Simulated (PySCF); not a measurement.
SMILES CC(=O)[SiH2][SiH2]S (C₂H₈OSSi₂) (GFN2-xTB optimised geometry):

```
14

C     -0.820    -2.770    -0.003
C     -0.011    -1.509     0.000
O      1.203    -1.509     0.000
Si    -0.894     0.199     0.000
Si     0.971     1.569     0.054
S      0.364     3.653     0.061
H     -1.476    -2.769     0.865
H     -0.186    -3.653     0.011
H     -1.449    -2.780    -0.891
H     -1.807     0.224     1.154
H     -1.772     0.242    -1.176
H      1.799     1.552    -1.145
H      1.807     1.430     1.246
H     -0.281     3.638     1.217
```

Method: CAM-B3LYP/def2-TZVP (PySCF 2.14.0).

What are the frontier orbital energies and the dipole moment?

HOMO-2 -9.94 eV, HOMO-1 -8.70 eV, HOMO -8.23 eV, LUMO -0.17 eV, LUMO+1 0.40 eV; dipole moment 3.25 D.

Meta-Löwdin charges at CAM-B3LYP/def2-TZVP: C1 -0.38, C2 0.20, O3 -0.41, Si4 0.34, Si5 0.40, S6 -0.33, H7 0.13, H8 0.13, H9 0.14, H10 -0.08, H11 -0.08, H12 -0.07, H13 -0.08, H14 0.09.
